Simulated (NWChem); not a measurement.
System: C$_{3}$H$_{3}$F$_{3}$; SMILES C=C(F)C(F)F

Here is an NWChem input.

```
start job
memory heap 200 mb stack 900 mb global 1100 mb
geometry units angstroms noautosym nocenter noautoz
  C     -1.349263    -1.111308    -0.223143
  C     -0.084927    -0.718537    -0.177704
  F      0.944763    -1.558781    -0.407510
  C      0.419564     0.659081     0.149540
  F     -0.626937     1.484777     0.427180
  F      1.097330     1.163640    -0.924549
  H     -2.141168    -0.401557    -0.022979
  H     -1.607563    -2.136166    -0.463672
  H      1.105712     0.658014     1.004592
end
basis spherical
  * library 6-31g*
end
dft
  xc b3lyp
  iterations 150
end
cosmo
  do_cosmo_smd true
  solvent water
end
task dft energy
```

All runs use the structure optimised with B3LYP/6-31G* (spherical d). B3LYP is NWChem's, with the RPA form of VWN correlation. Solvent: water.

Level: B3LYP/6-31G* with SMD (1 M gas to 1 M solution), gas-phase geometry.

Q: Predict the main results of this run. (B3LYP/6-31G* (spherical d), SMD on the gas-phase geometry.) Quantities: solvation free energy (kcal/mol); cavity-dispersion-structure term (kcal/mol); dipole in solution (D).

A: 
```yaml
solvation free energy (kcal/mol): 0.8
cavity-dispersion-structure term (kcal/mol): 4.8
dipole in solution (D): 1.79
```
